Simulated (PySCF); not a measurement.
**TmF at UHF**

Level: UHF. basis Tm x2c-SVPall, F x2c-SVPall; spin-free X2C with a Gaussian nucleus; PySCF 2.14.

| Property | Result |
| --- | --- |
| state | triplet, about 12.8 electrons in the 4f shell (Mulliken), real f orbitals that mix terms |
| bond length | 2.020 Å |
| harmonic wavenumber | 549 cm⁻¹ |
| force constant | 3.03 mdyn/Å |
| rotational constant Be | 0.2419 cm⁻¹ |
| anharmonicity ωexe | 2.12 cm⁻¹ |
| vibration–rotation constant αe | 0.00134 cm⁻¹ |
| bond order (Mayer) | 0.71 |
| dipole moment (positive dipole means Tm(−)F(+)) | -3.80 D |

These are scalar-relativistic numbers at best; spin–orbit coupling would shift them, the dissociation energy most. Hartree–Fock leaves out correlation, which carries a large part of most bond energies and some tenths to 1 eV of ionisation energies. The state is the lowest single determinant that the PBE0 search found; with open d or f shells the true ground state can be another one.
